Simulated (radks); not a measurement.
Values are calculated unless marked as measured or tabulated.
Species: Co III. Configuration: [Ne] 3s2 3d(up 3.5, down 3.5) 3p(up 3, down 3) (fractional occupations, a model configuration).

Code: a radial shooting solver on a logarithmic mesh with Libxc functionals. Model: scalar-relativistic Kohn-Sham, PBE, spin-polarised, spherical densities, point nucleus.

Energy parts (hartree):
| part | energy |
|---|---|
| total | -1392.19726 |
| kinetic | 1410.20424 |
| electron-nucleus | -3317.79689 |
| Hartree | 574.31113 |
| exchange-correlation | -58.91573 |

Orbitals (lengths in bohr, moments of r in powers of bohr; <r^-3> diverges for s and p1/2; r(90%) holds 90 % of the orbital's charge):
orbital  occ.  eigenvalue (hartree)       <r^4>  <r^-3>      <r>  r(90%)
1s          2             -279.7496  0.00004638       -  0.05619   0.100
2s          2             -33.72818     0.01034       -   0.2554   0.396
2p          6             -28.98672    0.007839   549.4   0.2249   0.368
3s          2              -4.46432      0.7796       -   0.7743    1.16
3p          6              -3.11385       1.089   68.93   0.8164    1.26
3d          7              -0.99458       4.704   6.052    1.021    1.77

The highest occupied level is 3d at -27.064 eV. Summed over all electrons, <r^2> = 16.16 bohr^2, which gives a Langevin (diamagnetic) susceptibility term of -12.8 x 10^-6 cm^3/mol. The density falls to 0.001 e/bohr^3 at r = 3.02 bohr.
